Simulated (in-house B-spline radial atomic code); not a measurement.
Results of a calculation; reference values are marked as such.
Ghost states of the separable form: P

P, [Ne] 3s2 3p3, non-relativistic LDA (VWN5), spherical and spin-unpolarised, from an all-electron radial atomic-structure program (B-spline basis) (atomic units; all potentials screened as in the neutral atom).

Troullier-Martins channels: 3s (ε = -0.5124, r_c = 1.33 bohr), 3p (ε = -0.2061, r_c = 1.625 bohr). In the Kleinman-Bylander form one channel serves as the local potential, and each other channel l becomes |δV u><u δV|/<u|δV|u>, with δV = V_l − V_local and u the pseudo-orbital. Its strength is E_KB = <u|δV²|u>/<u|δV|u>. By the analysis of Gonze, Stumpf and Scheffler a spurious state lies below the reference level ε if E_KB > 0 and ε is above the second level of the local potential alone, or if E_KB < 0 and ε is above its first. The table's levels are those of angular momentum l in a sphere of 9 bohr, whose wall can lift a shallow ε a little above its free-atom value.

| local | channel | <u δV u> | <u δV² u> | ε | first local level | second local level |
| --- | --- | --- | --- | --- | --- | --- |
| p | s | 0.11739 | 0.31188 | -0.5124 | -0.7758 | -0.0241 |
| s | p | -0.065121 | 0.17293 | -0.2060 | -0.1683 | 0.1085 |

Apply the rule to each row.

Local p, channel s: E_KB = +2.66, so ε = -0.5124 is set against -0.0241: no ghost. Local s, channel p: E_KB = -2.66, so ε = -0.2060 is set against -0.1683: no ghost.

Diagonalising the separable Hamiltonian gives:

```tsv
local	channel	three lowest levels	all-electron, two lowest valence levels
p	s	-0.5124, 0.0219, 0.3078	-0.5124, 0.0222
s	p	-0.2060, 0.0949, 0.4024	-0.2060, 0.0950
```

Which choices of local channel are safe?

All are free of ghosts. Among the safe choices the second level, which tests transfer, is off by at most 0.2 millihartree (s local), 0.2 millihartree (p local).
